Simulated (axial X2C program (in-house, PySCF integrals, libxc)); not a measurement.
# Worked dissociation energy of MoH: PBE0, scalar-relativistic

Calculated with an in-house relativistic program for diatomic molecules. Spin-free means the one-electron spin-free X2C Hamiltonian. Basis: Mo dyall-cv3z [11s12p9d5f3g], H dyall-v3z [6s2p1d] (cores contracted in-house); Gaussian nuclei, density fitting, unrestricted open shells. Masses: Mo 97.905 u, H 1.008 u.

Molecular state: M_S = 5/2, Λ = 0 (beyond evenly filled blocks: σα, π+α, π-α, δ+α, δ-α).

* E(Mo) (2M_S = 6, M_L = 0): -4048.093420 hartree
* E(H) (2M_S = 1, M_L = 0): -0.501324 hartree
* E(MoH) at Re: -4048.681550 hartree
* ωe: 1758.7 cm⁻¹
* ωexe: 30.4 cm⁻¹

(1) Work out De and D0.

Occupations by symmetry block were frozen at the best pattern of an incomplete PBE0 search. Dissociation energies refer to the lowest single-determinant-based atoms at the same level and basis.

Each atomic determinant is the lowest at this level and need not be a pure term. Totals compare only within one Hamiltonian and basis.

Answers

(1) De = -4048.093420 + (-0.501324) − (-4048.681550) = 0.08681 hartree = 2.362 eV. The zero-point energy is ωe/2 − ωexe/4 = 872 cm⁻¹ = 0.108 eV, so D0 = 2.254 eV.
